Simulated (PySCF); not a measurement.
**Computed vibrations of [TmCl2]+**

[TmCl2]+ (singlet in the valence; each metal's 4f electrons, 12 of them, lie in its core potential, out of spins and levels). PySCF 2.14.0, RKS PBE0, Tm lcecp-1-SVP with ECP58, Cl def2-SVP; non-relativistic Hamiltonian with scalar-relativistic core potentials where named; density fitting; no spin-orbit coupling. Central differences of gradients.

```xyz
3

Tm    0.0000    0.0000   -0.3830
Cl    1.9412    0.0000    0.9252
Cl   -1.9412    0.0000    0.9252
```

Run from Python with OMP_NUM_THREADS=2. Where DIIS fails, smearing, a level shift and second-order steps follow.
It took 12 s on 2 threads of Arm Neoverse V1, on a shared host.

(1) What are the harmonic wavenumbers and infrared intensities?

(2) Is this a minimum?

An lcecp potential fixes the number of 4f electrons, so in runs with it no electron can move into or out of that shell.

Results:

(1) Modes are labelled in C2v; negative numbers are unstable modes, those under 60 cm⁻¹ near the noise; a finer grid moves soft modes by up to 10 cm⁻¹.
| cm⁻¹ | km/mol | symmetry |
| --- | --- | --- |
| 84 | 5.2 | a1 |
| 400 | 19.2 | a1 |
| 404 | 87.3 | b2 |

(2) Yes. Ideal gas at 298.15 K and 1 bar: S = 318.9 J/(mol K), Cp = 53.7 J/(mol K), H − H(0 K) = 13.5 kJ/mol (rigid rotor, harmonic modes, spin degeneracy alone, that of the 4f electrons in the core included).
